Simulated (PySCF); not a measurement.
SCF from a fresh guess for singlet SO₂I₂, at the PBE0 minimum. PySCF input:

```python
from pyscf import gto, scf, dft
mol = gto.M(atom='''
S      0.000000    -0.000000    -1.172843
O      0.000000     1.268515    -1.867087
O      0.000000    -1.268515    -1.867087
I      1.952068     0.000000     0.384726
I     -1.952068     0.000000     0.384726''',
    basis={'S': 'def2-SVP', 'O': 'def2-SVP', 'I': 'def2-SVP'},
    ecp={'I': 'def2-SVP'},
    charge=0, spin=0)
mf = dft.RKS(mol, xc='PBE0')
mf.grids.atom_grid = (50, 194)
aux = {'S': 'def2-universal-JKFIT', 'O': 'def2-universal-JKFIT', 'I': 'def2-universal-JKFIT'}
mf = mf.density_fit(auxbasis=aux)
mf.conv_tol = 1e-08
mf.diis_space = 10
mf.max_cycle = 60
mf.init_guess = 'huckel'
mf.verbose = 4
mf.kernel()
```

Excerpt of the output (cycles and frontier levels):

```
init E= -1141.98226771839
  HOMO = -0.360142944437074  LUMO = -0.341368126649426  gap/eV = 0.51089
cycle= 1 E= -1138.94287438713  delta_E= 3.04  |g|= 4.68  |ddm|=  6.1
  HOMO = -0.130572821526265  LUMO = 0.221141511539615  gap/eV = 9.57063
cycle= 2 E= -1136.61669405446  delta_E= 2.33  |g|= 4.71  |ddm|= 7.67
  HOMO = -0.300038614814684  LUMO = -0.179421050163803  gap/eV = 3.28217
cycle= 3 E= -1143.2988875517  delta_E= -6.68  |g|= 0.837  |ddm|= 5.13
  HOMO = -0.280137672604926  LUMO = -0.194974139200406  gap/eV = 2.31742
cycle= 4 E= -1143.3337737235  delta_E= -0.0349  |g|= 0.649  |ddm|= 1.28
  HOMO = -0.308810515204406  LUMO = -0.177638626332794  gap/eV = 3.56937
cycle= 5 E= -1143.44071228502  delta_E= -0.107  |g|= 0.24  |ddm|= 1.05
  HOMO = -0.300641915347052  LUMO = -0.175888105895304  gap/eV = 3.39472
cycle= 6 E= -1143.456482773  delta_E= -0.0158  |g|= 0.0392  |ddm|= 0.332
  HOMO = -0.297969804490267  LUMO = -0.170387272514922  gap/eV = 3.47170
cycle= 7 E= -1143.45699677575  delta_E= -0.000514  |g|= 0.0121  |ddm|= 0.0642
  HOMO = -0.299405005663556  LUMO = -0.171930538317504  gap/eV = 3.46876
cycle= 8 E= -1143.45703405061  delta_E= -3.73e-05  |g|= 0.00244  |ddm|= 0.0157
  HOMO = -0.299470827493859  LUMO = -0.172042098310854  gap/eV = 3.46751
cycle= 9 E= -1143.45703523412  delta_E= -1.18e-06  |g|= 0.000517  |ddm|= 0.00196
  HOMO = -0.299472414363345  LUMO = -0.172048453262789  gap/eV = 3.46738
cycle= 10 E= -1143.45703529388  delta_E= -5.98e-08  |g|= 0.000146  |ddm|= 0.000515
  HOMO = -0.299478062330202  LUMO = -0.172057003372188  gap/eV = 3.46730
cycle= 11 E= -1143.45703529974  delta_E= -5.86e-09  |g|= 2.11e-05  |ddm|= 0.000176
  HOMO = -0.299479124187476  LUMO = -0.172060021066493  gap/eV = 3.46725
Extra cycle  E= -1143.45703529959  delta_E= 1.49e-10  |g|= 3.59e-05  |ddm|= 5.16e-05
converged SCF energy = -1143.45703529959
```

No lower solution of this spin was found by a stability analysis within the restricted form, which does not test spin polarisation.

The search for the lowest solution, with the stability check, took 13 s on 2 threads of a shared Arm Neoverse N1 host, with 98 basis functions; the process peaked at 0.36 GiB.
